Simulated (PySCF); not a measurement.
A geometry optimisation on [Te2]2-.

Computed with PBE0-D3(BJ)/def2-SVP geometry optimisation, gas phase, def2 core potentials past Kr (PySCF 2.14.0). Start geometry: GFN2-xTB. A driver script takes a list of jobs; this job's settings line and coordinates (Å) are shown.

Input:
```
{"job": {"xc": "PBE0", "basis": "def2-SVP", "d3": "d3bj", "grid": 1, "maxiter": 40, "kind": "geom"}, "charge": -2, "multiplicity": 1}
Te     1.047470     0.356140     0.895960
Te    -1.047470    -0.356140    -0.895960
```

Output:
```
step   0  E = -536.02115392  max force = 0.002651
step   1  E = -536.02124865  max force = 0.000906
step   2  E = -536.02125685  max force = 0.000109
optimisation converged
```

Energies in Eh; «max force» is the largest Cartesian gradient component in Eh/bohr.

Task: Give the first gradient maximum in eV/Å.

Result: With 1 Eh/bohr = 51.422 eV/Å, 0.136 eV/Å.

Task: How much energy does the optimisation release, in eV?

Result: E(step 0) − E(last step) = 0.000103 Eh, which is 0.003 eV.

In short: final energy -536.02126 Eh after 2 steps.

The ion is multiply charged and computed in the gas phase, without counter-ions or solvent; whether it holds all its electrons wasn't checked.

Time: 3.7 s. Hardware: one thread, Arm Neoverse V2, shared host.
Labels such as C1 count atoms from 1, the log's own numbers from 0.
